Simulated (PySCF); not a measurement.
PySCF job for MgO, SMILES [O]=[Mg], PBE-D3(BJ)/def2-TZVPD. Geometry optimised at PBE-D3(BJ)/def2-TZVPD.

```python
import numpy as np
from pyscf import gto, scf, dft, df
from pyscf.hessian import thermo

mol = gto.M(
    atom='''
    Mg    0.00000000    0.00000000   -0.70085042
    O     0.00000000    0.00000000    1.05127562
    ''',
    basis='def2-TZVPD',
    charge=0,
    spin=0,
    max_memory=1600,
    verbose=3,
)
mf = dft.RKS(mol, xc='pbe').density_fit(auxbasis='def2-universal-jkfit')
mf.disp = 'd3bj'
mf.grids.level = 3
mf.conv_tol = 1e-11
mf.max_cycle = 100
mf.kernel()

# [left out here: the lines that compute and print the analytic Hessian (its translational invariance restored by hand, since the grid's response is missing), thermochemistry and intensities]
```

Output:

```
converged SCF energy = -275.060656582372

WARN: DFTD3 does not support analytical Hessian, using finite difference


WARN: Mole.unit (angstrom) is changed to Bohr

Mode                                 0
Irrep
Freq [cm^-1]                      796.8678
Reduced mass [au]                  18.5100
Force const [Dyne/A]                6.9252
Char temp [K]                    1146.5154
Normal mode                   x     y     z
       0  Mg                 0.00  0.00 -0.13
       1   O                 0.00  0.00  0.19
temperature 298.1500 [K]
pressure 101325.00 [Pa]
Rotational constants [GHz] inf 17.06264 17.06264
Symmetry number 1
Zero-point energy (ZPE) 0.00182 [Eh]   4766.328 [J/mol]
                           tot       elec      trans        rot        vib
Entropy [J/mol/K]       213.073      0.000    154.847     57.348      0.878
Cv [J/mol/K]             23.531      0.000     12.472      8.314      2.744
Cp [J/mol/K]             31.845      0.000     20.786      8.314      2.744
Internal energy [J/mol]                      3718.434   2478.956   4974.561
Internal energy [Eh]   -275.05640  -275.06066
Enthalpy [J/mol]                             6197.391   2478.956   4974.561
Enthalpy [Eh]          -275.05546
Gibbs free energy [J/mol]                  -39970.185 -14619.439   4712.760
Gibbs free energy [Eh] -275.07965
mode   freq/cm-1   IR/(km/mol)
   1      796.87        16.787
max |gradient| / (hartree/bohr): 2.1510854004721052e-05
APT charges: [ 0.6967 -0.6966]
```

Self-consistency was reached.

Cost: around 10 core-seconds (rough).
